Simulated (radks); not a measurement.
Xe11+, 43 electrons, occupied as [Kr] 4d7. Calculated with a radial shooting solver on a logarithmic mesh with Libxc functionals: Dirac Kohn-Sham, relativistic LDA (MacDonald-Vosko exchange, VWN5 correlation), spin-unpolarised, spherical densities, finite nucleus; open shells fill j = l - 1/2 first; Fermi nuclear charge, rms radius 4.7859 fm.

Spin-orbit splittings of the eigenvalues, e(l+1/2) - e(l-1/2), with zeta = 2 splitting/(2l+1) and mean radii in bohr:

shell  occ.  splitting (eV)  zeta (eV)  <r> j=l-1/2  <r> j=l+1/2
2p        6           321.5      214.4      0.09642       0.1022
3p        6               ?          ?       0.2963       0.3079
3d       10           13.07      5.227       0.2782       0.2818
4p        6           13.36      8.906       0.7212       0.7451
4d        7           2.389     0.9556       0.7984       0.8060
5p        0           3.755      2.503        1.491        1.527

Estimate the 3p splitting.

Answer. 61.35 eV (zeta = 40.90 eV).
